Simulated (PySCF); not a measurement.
C₄H₉O₂, doublet, at a GFN2-xTB geometry; PySCF with MP2/STO-3G.

Input for PySCF:
```python
from pyscf import gto, scf, mp

mol = gto.M(
    atom='''
C     2.56077104   -0.83382252   -0.05187536
O     1.35874343   -0.35585529   -0.59420775
C     0.30458062   -0.28318667    0.27212290
C    -0.91837553    0.40750290   -0.20562298
C    -2.15757524   -0.49024854   -0.06860859
O    -1.08228391    1.59694883    0.56456414
H     2.45262647   -1.86511095    0.30352293
H     2.89549161   -0.20751073    0.78234991
H     3.29918709   -0.80187133   -0.85140078
H     0.49407065   -0.37188146    1.32892922
H    -0.77188196    0.66632212   -1.26581658
H    -3.04377857    0.02369395   -0.43826528
H    -2.30860226   -0.74749979    0.97697382
H    -2.01885023   -1.40248152   -0.64118067
H    -1.94634439    1.97612048    0.36594070
''',
    basis='sto-3g',
    spin=1,
    verbose=4,
)

mf = scf.UHF(mol)
mf.kernel()

pt = mp.MP2(mf, frozen=6)
pt.kernel()
print('E(MP2) = %.10f' % pt.e_tot)
```

Problem. What does PySCF print? Leave out banner, timings and long lists.

Solution. 
```
PySCF version 2.14.0

[INPUT] verbose = 4
[INPUT] num. atoms = 15
[INPUT] num. electrons = 49
[INPUT] charge = 0
[INPUT] spin (= nelec alpha-beta = 2S) = 1
[INPUT] symmetry False subgroup None
[INPUT] Mole.unit = angstrom
[INPUT] Symbol           X                Y                Z      unit          X                Y                Z       unit  Magmom
[INPUT]  1 C      2.560771040000  -0.833822520000  -0.051875360000 AA    4.839155933318  -1.575696199295  -0.098030223013 Bohr   0.0
[INPUT]  2 O      1.358743430000  -0.355855290000  -0.594207750000 AA    2.567652956252  -0.672469038078  -1.122889908594 Bohr   0.0
[INPUT]  3 C      0.304580620000  -0.283186670000   0.272122900000 AA    0.575573954650  -0.535145248428   0.514237753222 Bohr   0.0
[INPUT]  4 C     -0.918375530000   0.407502900000  -0.205622980000 AA   -1.735478231202   0.770068875966  -0.388571117117 Bohr   0.0
[INPUT]  5 C     -2.157575240000  -0.490248540000  -0.068608590000 AA   -4.077226296743  -0.926435473568  -0.129651444893 Bohr   0.0
[INPUT]  6 O     -1.082283910000   1.596948830000   0.564564140000 AA   -2.045220178923   3.017795923645   1.066871604351 Bohr   0.0
[INPUT]  7 H      2.452626470000  -1.865110950000   0.303522930000 AA    4.634792314159  -3.524548887427   0.573575210226 Bohr   0.0
[INPUT]  8 H      2.895491610000  -0.207510730000   0.782349910000 AA    5.471686138876  -0.392138447609   1.478427063478 Bohr   0.0
[INPUT]  9 H      3.299187090000  -0.801871330000  -0.851400780000 AA    6.234560033801  -1.515317200841  -1.608914296441 Bohr   0.0
[INPUT] 10 H      0.494070650000  -0.371881460000   1.328929220000 AA    0.933658214686  -0.702754110203   2.511312264732 Bohr   0.0
[INPUT] 11 H     -0.771881960000   0.666322120000  -1.265816580000 AA   -1.458645504892   1.259166317540  -2.392046660134 Bohr   0.0
[INPUT] 12 H     -3.043778570000   0.023693950000  -0.438265280000 AA   -5.751907881120   0.044775076309  -0.828201349106 Bohr   0.0
[INPUT] 13 H     -2.308602260000  -0.747499790000   0.976973820000 AA   -4.362626001952  -1.412569881270   1.846212950670 Bohr   0.0
[INPUT] 14 H     -2.018850230000  -1.402481520000  -0.641180670000 AA   -3.815074021215  -2.650305967564  -1.211655862665 Bohr   0.0
[INPUT] 15 H     -1.946344390000   1.976120480000   0.365940700000 AA   -3.678057841184   3.734326496344   0.691527700832 Bohr   0.0

nuclear repulsion = 247.023250691574
number of shells = 27
number of NR pGTOs = 117
number of NR cGTOs = 39
basis = sto-3g
ecp = {}

******** <class 'pyscf.scf.uhf.UHF'> ********
method = UHF
initial guess = minao
damping factor = 0
level_shift factor = 0
DIIS = <class 'pyscf.scf.diis.CDIIS'>
diis_start_cycle = 1
diis_space = 8
diis_damp = 0
SCF conv_tol = 1e-09
SCF conv_tol_grad = None
SCF max_cycles = 50
direct_scf = True
direct_scf_tol = 1e-13
number electrons alpha = 25  beta = 24
Set gradient conv threshold to 3.16228e-05
init E= -303.496500715258

cycle= 1 E= -302.361698315529  delta_E= 1.13  |g|= 0.397  |ddm|= 3.31
cycle= 2 E= -302.477476440875  delta_E= -0.116  |g|= 0.11  |ddm|= 0.661
cycle= 3 E= -302.486312745871  delta_E= -0.00884  |g|= 0.0328  |ddm|= 0.162
cycle= 4 E= -302.487796637402  delta_E= -0.00148  |g|= 0.0126  |ddm|= 0.0741
cycle= 5 E= -302.488115513702  delta_E= -0.000319  |g|= 0.00678  |ddm|= 0.0325
cycle= 6 E= -302.488229786242  delta_E= -0.000114  |g|= 0.00151  |ddm|= 0.0295
cycle= 7 E= -302.488233805704  delta_E= -4.02e-06  |g|= 0.000695  |ddm|= 0.00439
cycle= 8 E= -302.48823473344  delta_E= -9.28e-07  |g|= 0.000306  |ddm|= 0.00218
cycle= 9 E= -302.488234948007  delta_E= -2.15e-07  |g|= 0.000105  |ddm|= 0.00119
cycle= 10 E= -302.488234972909  delta_E= -2.49e-08  |g|= 3.97e-05  |ddm|= 0.000415
cycle= 11 E= -302.488234976235  delta_E= -3.33e-09  |g|= 1.6e-05  |ddm|= 0.000142
cycle= 12 E= -302.488234976771  delta_E= -5.36e-10  |g|= 5.64e-06  |ddm|= 6.03e-05
Extra cycle  E= -302.488234976811  delta_E= -4.06e-11  |g|= 3.49e-06  |ddm|= 9.76e-06
converged SCF energy = -302.488234976811  <S^2> = 0.76094836  2S+1 = 2.0109186

******** <class 'pyscf.mp.ump2.UMP2'> ********
nocc = (np.int64(19), np.int64(18)), nmo = (33, 33)
frozen orbitals 6
E(UMP2) = -302.74628079416  E_corr = -0.258045817348885
E(SCS-UMP2) = -302.770256379681  E_corr = -0.282021402869661
E_corr(same-spin) = -0.0318848976334636
E_corr(oppo-spin) = -0.226160919715422
E(MP2) = -302.7462807942
```
